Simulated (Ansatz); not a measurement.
Basis-set extrapolation for FH5O4Si2, SMILES `O[SiH](O)O[SiH](O)F` (PBE0-D4/def2-TZVP geometry, frozen core, the Gaussian-basis code of Ansatz). Multiplicity 1, RHF reference.

```csv
,def2-TZVPP,def2-QZVPP
HF,-980.244750,-980.284370
MP2 correlation,-1.430975,-1.554009
CCSD(T) correlation,-1.501700,not run
```

Energies in hartree. Use E(X) = E(∞) + A·exp(−7.88·√X) for Hartree–Fock and E(X) = E(∞) + B·X^(−2.97) for correlation, with X = 3 and 4, and add CCSD(T) minus MP2 of the smaller set to the MP2 limit.

Problem. What is the CCSD(T) energy at the basis-set limit?

Solution. HF limit: -980.284370 + (-0.039620) × 0.13774 = -980.28983. MP2 limit: -1.554009 + (-0.123034) × 0.74074 = -1.64515. Higher-order term: -1.501700 − (-1.430975) = -0.07072. Total: -982.00570 hartree, 7.05 eV below CCSD(T)/def2-TZVPP.
